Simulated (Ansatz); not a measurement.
Conformers of CH4GeOS, SMILES `C[S][Ge][OH]`, each relaxed with PBE0-D4/def2-TZVP in Ansatz. CBS adds the triple-zeta coupled-cluster correction to the MP2 limit.

Outer-core shells of Ge are correlated without core-valence functions. Scalar relativity is left out up to krypton. Spin–orbit coupling is left out.

Not all of them had a frequency check.

Conformer A:

Cartesian coordinates in Å:
```
C 0.997 -0.246 0.312
S 0.781 0.789 -1.158
Ge -1.440 1.047 -1.439
O -2.089 0.104 -0.067
H 0.587 0.237 1.201
H 2.068 -0.379 0.461
H 0.548 -1.231 0.174
H -1.453 -0.321 0.515
```

Conformer B:

Z-matrix (Å, degrees):
```
C
S 1 1.814
H 1 1.089 2 109.2
H 1 1.089 2 109.2 3 119.5
H 1 1.092 2 111.2 3 -120.2
Ge 2 2.238 1 100.3 3 120.3
O 6 1.785 2 98.5 1 -180.0
H 7 0.962 6 116.6 2 0.0
```

Problem. Which is lowest in electronic energy at CCSD(T)/CBS (frozen core, def2 sets), and by how much? (Estimate.)

Solution. Ansatz gave: B; A lies 6.6 kJ/mol higher.

Problem. Give the energies relative to B (kJ/mol) with ωB97M-V/def2-TZVPP, B3LYP/def2-TZVPP, MP2/def2-TZVPP, CCSD/def2-TZVPP, CCSD(T)/def2-TZVPP, MP2/def2-QZVPP, HF/CBS(def2). (Best estimate.)

Solution. Ansatz gave: 
| level | A |
| --- | --- |
| ωB97M-V/def2-TZVPP | 5.4 |
| B3LYP/def2-TZVPP | 6.3 |
| MP2/def2-TZVPP | 6.7 |
| CCSD/def2-TZVPP | 6.2 |
| CCSD(T)/def2-TZVPP | 5.6 |
| MP2/def2-QZVPP | 7.3 |
| HF/CBS(def2) | 9.2 |

B3LYP here is the variant with VWN-RPA as its local correlation; programs differ in this.
